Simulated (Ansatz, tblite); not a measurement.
Isomers of W$_{2}$O$_{4}$⁺ (doublet), found by a short tight-binding search and relaxed with r2SCAN-D4/def2-SVP in Ansatz.

In the def2 sets W takes a core potential; there is no spin–orbit coupling. The xTB rows come from tblite. HSE06 is defined as in plane-wave codes, on full-range PBE exchange.

Run but left out: HF/def2-SVP, HF/def2-TZVP, B2PLYP/def2-TZVP, MP2/def2-SVP, MP2/def2-TZVP, CCSD/def2-SVP, CCSD(T)/def2-SVP (A: ⟨S²⟩ 1.04 to 2.10, where a pure state has 0.75).

A further structure is left out (at the level of its geometry, ⟨S²⟩ 1.56, where a pure state has 0.75); at PBE0-D4/def2-TZVP its energy lies 0.28 eV above the lowest shown. A further structure is left out (at the level of its geometry, ⟨S²⟩ 1.19, where a pure state has 0.75); at PBE0-D4/def2-TZVP its energy lies 4.60 eV above the lowest shown.

A: At r2SCAN-D4/def2-TZVP, ωB97M-V/def2-TZVP the charge 1 doublet is spin-contaminated (final ⟨S²⟩ up to 0.86, 0.75 for a pure state).

Other spin states weren't relaxed.

A:

| atom | x (Å) | y (Å) | z (Å) |
| --- | --- | --- | --- |
| W1 | 0.901 | -0.266 | -1.311 |
| W2 | -0.972 | 0.297 | 0.549 |
| O3 | 2.248 | -0.150 | -0.334 |
| O4 | -1.957 | -1.049 | 0.179 |
| O5 | -0.055 | -0.049 | 1.942 |
| O6 | -0.164 | 1.217 | -1.027 |

B:

```
atom    x (Å)    y (Å)    z (Å)
  W1   0.8052   1.2393  -0.1133
  W2  -1.4509  -0.2249   0.2047
  O3  -0.8841  -1.5651  -0.6667
  O4  -1.0453  -0.4841   1.8290
  O5   1.8413   0.0610   0.5311
  O6   0.7338   0.9739  -1.7848
```

Estimate which lies lowest at each level, and how far above it the others are (kJ/mol).


```csv
level,A,B
GFN1-xTB,0.0,169.4
GFN2-xTB,67.5,0.0
PBE-D4/def2-SVP,0.0,81.8
PBE-D4/def2-TZVP,0.0,77.8
r2SCAN-D4/def2-TZVP,0.0,104.7
PBE0-D4/def2-SVP,0.0,123.0
PBE0-D4/def2-TZVP,0.0,115.6
HSE06-D4/def2-TZVP,0.0,114.6
ωB97M-V/def2-TZVP,0.0,133.4
```
Point groups (tolerance 0.1 Å): A not assigned, B C2. Lower isomers may exist.
